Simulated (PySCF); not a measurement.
BCl, triplet, geometry from GFN2-xTB (the spin is typed, not shown lowest). Base run: PBE/6-311G** run with PySCF.

The PySCF input:
```python
from pyscf import gto, scf, dft

mol = gto.M(
    atom='''
B    -0.00000000   -0.00000000   -1.29965053
Cl    0.00000000    0.00000000    0.38225016
''',
    basis='6-311g**',
    spin=2,
    verbose=4,
)

mf = dft.UKS(mol)
mf.xc = 'pbe'
mf.kernel()
```

The base run was repeated with changes; each row names its change, and settings that it needs were set with it.

```tsv
change	E (Eh)	HOMO (eV)	dipole (D)	<S^2>	core-seconds (rough)
base	-484.68305	-3.70	0.04	2.006	2
functional = lc_wpbe	-484.75973	-7.79	0.26	2.005	4
functional = blyp; dispersion = d3zero	-484.89902	-3.49	0.02	2.003	2
functional = pbe; dispersion = d3bjm	-484.68538	-3.70	0.04	2.006	2
functional = wb97x	-484.89595	-7.23	0.19	2.005	3
functional = revpbe	-484.82506	-3.67	0.03	2.006	2
functional = b3lyp	-484.92796	-4.68	0.12	2.003	2
functional = tpss	-484.94077	-3.84	0.00	2.006	4
functional = wb97x_v	-484.82875	-7.23	0.21	2.003	30
functional = scan	-484.93633	-4.07	0.15	2.007	4
functional = wb97m_v	-484.87133	-6.83	0.14	2.004	30
functional = lda,vwn	-483.14336	-3.71	0.10	2.006	1
functional = m062x	-484.88495	-5.84	0.11	2.005	3
```

Total energies compare only within one method and basis.

Open shells are given as the SCF converged; they aren't shown to be the lowest states, and a large step between rows can be another state.
